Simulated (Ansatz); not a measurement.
Process, species as SMILES: [SiH3]N[SiH2]O[SiH3] -> [SiH3][N][SiH2]O[SiH3] + H atom (the H-N bond at the site shown breaks; other sites are not compared here)
Geometries: B3LYP-D3(BJ)/def2-TZVP minima from Ansatz (an electronic-structure program), one conformer each, not searched for the lowest.

Wanted: bond dissociation energy (electronic energy difference), in kcal/mol. Cores are frozen in the correlated levels unless marked. Open shells are spin-unrestricted. No spin-orbit coupling. No relativistic terms. Basis-set limits of correlation are two-point, X^-3; Hartree-Fock from the larger set.

```json
[
 {"level": "SVWN5/def2-TZVPD", "program": "Ansatz", "bond dissociation energy (kcal/mol)": "122.9"},
 {"level": "PBE/def2-TZVPD", "program": "Ansatz", "bond dissociation energy (kcal/mol)": "110.2"},
 {"level": "r2SCAN/def2-TZVPD", "program": "Ansatz", "bond dissociation energy (kcal/mol)": "110.2"},
 {"level": "B3LYP/def2-TZVPD", "program": "Ansatz", "bond dissociation energy (kcal/mol)": "112.4"},
 {"level": "PBE0/6-31G*", "program": "Ansatz", "bond dissociation energy (kcal/mol)": "110.7"},
 {"level": "r2SCANh-D4/def2-TZVPD", "program": "Ansatz + dftd4", "bond dissociation energy (kcal/mol)": "110.8"},
 {"level": "MP2/STO-3G", "program": "Ansatz", "bond dissociation energy (kcal/mol)": "115.5"},
 {"level": "MP2/cc-pV(D+d)Z", "program": "Ansatz", "bond dissociation energy (kcal/mol)": "114.6"},
 {"level": "MP2/cc-pV(Q+d)Z", "program": "Ansatz", "bond dissociation energy (kcal/mol)": "121.6"},
 {"level": "SCS-MP2/6-31G*", "program": "Ansatz", "bond dissociation energy (kcal/mol)": "109.1"},
 {"level": "SCS-MP2/cc-pV(D+d)Z", "program": "Ansatz", "bond dissociation energy (kcal/mol)": "114.1"},
 {"level": "SCS-MP2/cc-pV(Q+d)Z", "program": "Ansatz", "bond dissociation energy (kcal/mol)": "121.4"},
 {"level": "CCSD/CBS(cc-pV(T+d)Z,cc-pV(Q+d)Z)", "program": "Ansatz", "bond dissociation energy (kcal/mol)": "117.1"},
 {"level": "CCSD(T)/6-31G*", "program": "Ansatz", "bond dissociation energy (kcal/mol)": "105.8"},
 {"level": "CCSD(T)/CBS(cc-pV(T+d)Z,cc-pV(Q+d)Z)", "program": "Ansatz", "bond dissociation energy (kcal/mol)": "118.1"}
]
```
